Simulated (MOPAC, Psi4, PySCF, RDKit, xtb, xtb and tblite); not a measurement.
Two geometries of SMILES O=Cc1ccc(C(=O)O)s1 (C6H4O3S), relaxed at GFN2-xTB with one dihedral held; other torsions can differ between them too.

Structure A

```
14

O      2.9080     1.2409     1.8622
C      2.7145     0.4394     0.9916
C      1.4145     0.1177     0.3875
C      0.8592    -1.1332     0.2569
C     -0.3516    -1.1175    -0.4433
C     -0.6838     0.1388    -0.8908
C     -1.8556     0.4973    -1.6836
O     -2.7023    -0.2803    -2.0450
O     -1.8921     1.8071    -1.9736
S      0.4784     1.3239    -0.4173
H      3.5308    -0.2130     0.6164
H      1.2970    -2.0175     0.6840
H     -0.9628    -1.9800    -0.6370
H     -2.6815     2.0129    -2.4976
```

Structure B

```
14

O     -2.7990     1.3111     1.8230
C     -2.7128     0.4079     1.0337
C     -1.5112     0.0940     0.2667
C     -0.5522     0.9739    -0.1848
C      0.5382     0.3302    -0.7749
C      0.4254    -1.0405    -0.7334
C      1.4017    -2.0072    -1.2311
O      2.4381    -1.7148    -1.7708
O      1.0150    -3.2743    -1.0214
S     -1.0431    -1.5507     0.0110
H     -3.5349    -0.3204     0.8917
H     -0.6620     2.0400    -0.1013
H      1.3895     0.8241    -1.2069
H      1.6829    -3.8901    -1.3606
```

Question: Which is lower in energy at the level Psi4 1.11 with PBE0-D3(BJ)/def2-SVP // GFN2-xTB, and by how much?

Answer: B is lower, by 3.44 kcal/mol (dihedral O1–C2–C3–S10: 60° in A, 140° in B).

E(B) − E(A) in kcal/mol at the other levels, on the same two geometries: GFN2-xTB (xtb and tblite) -2.79; MMFF94 // GFN2-xTB (RDKit) -4.88; PBE0/def2-SVP // GFN2-xTB (Psi4) -3.43; PBE/def2-SVP // GFN2-xTB (Psi4) -3.81; PBE-D3(BJ)/def2-SVP // GFN2-xTB (Psi4) -3.84; UFF // GFN2-xTB (RDKit) -3.99; PM6, restricted, heats of formation // GFN2-xTB (MOPAC) 0.10; PM3, restricted, heats of formation // GFN2-xTB (MOPAC) -1.08; GFN1-xTB // GFN2-xTB (xtb) -2.59; restricted B3LYP/6-31G*, spherical d, density fitting // GFN2-xTB (PySCF) -3.23; restricted B3LYP/3-21G, density fitting // GFN2-xTB (PySCF) -3.98; restricted B3LYP/6-311+G**, spherical d, density fitting // GFN2-xTB (PySCF) -2.94; restricted Hartree-Fock/6-31G*, spherical d, density fitting // GFN2-xTB (PySCF) -2.38.
